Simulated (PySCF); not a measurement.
```xyz
3
charge 0 multiplicity 4, angstrom
As   -0.6577    0.6599    0.0000
As    0.3288   -0.3300    1.8150
As    0.3288   -0.3300   -1.8150
```

All numbers come from PySCF, UPBE0, basis As def2-TZVP (no relativity, density fitting).

This geometry of As3 is a stationary point at this level.

**Question.** What is the point group?

**Answer.** C2v.

**Question.** Is it a minimum?

**Answer.** Yes: all harmonic wavenumbers are real.

**Question.** List the harmonic modes with their infrared intensities.

**Answer.** 
| symmetry | ω (cm⁻¹) | IR (km/mol) | type |
| --- | --- | --- | --- |
| a1 | 98 | 0.2 | bend |
| b2 | 239 | 2.2 | stretch |
| a1 | 291 | 0.0 | stretch |

**Question.** Give the ideal-gas entropy at 298.15 K and 1 bar by parts.

**Answer.** translation 176.4, rotation 114.1, vibration 28.4, spin 11.5; total 330.4 J/(mol K).

In C2v the vibrations span 2a1 + b2. Here b1 is antisymmetric to the molecular plane and b2 lies in it.

Other isomers or separated fragments may lie lower. At this level a doublet minimum of C2v symmetry lies 130 kJ/mol below this structure.
